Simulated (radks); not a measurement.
Spherical jellium clusters: N electrons in a uniform positive sphere of charge N and radius rs N^(1/3), rs = 5.85 bohr. Method: non-relativistic Kohn-Sham, LDA (Slater exchange, Perdew-Wang correlation), spin-polarised, spherical densities; computed with a radial shooting solver with Libxc functionals. Levels are named by radial order and angular momentum (1s, 1p, 1d, 2s, ...), and open shells are averaged over m.

N = 3, configuration 1s2 1p(up 1, down 0). This is the lowest configuration that the search found. Occupied and some empty levels:

level,occupation,eigenvalue (eV),<r> (bohr)
1s up,1,-2.7939,5.971
1s down,1,-2.5814,5.953
1p up,1,-1.8085,7.519
1p down,0,-1.5931,7.650
1d up,0,-0.72662,9.379
2s up,0,-0.60521,10.46
1d down,0,-0.55500,9.787
2s down,0,-0.51171,10.95

Energy (eV): total -4.47829, kinetic 2.8873, external -34.216, Hartree 16.975, exchange-correlation -7.5411, background 17.416.
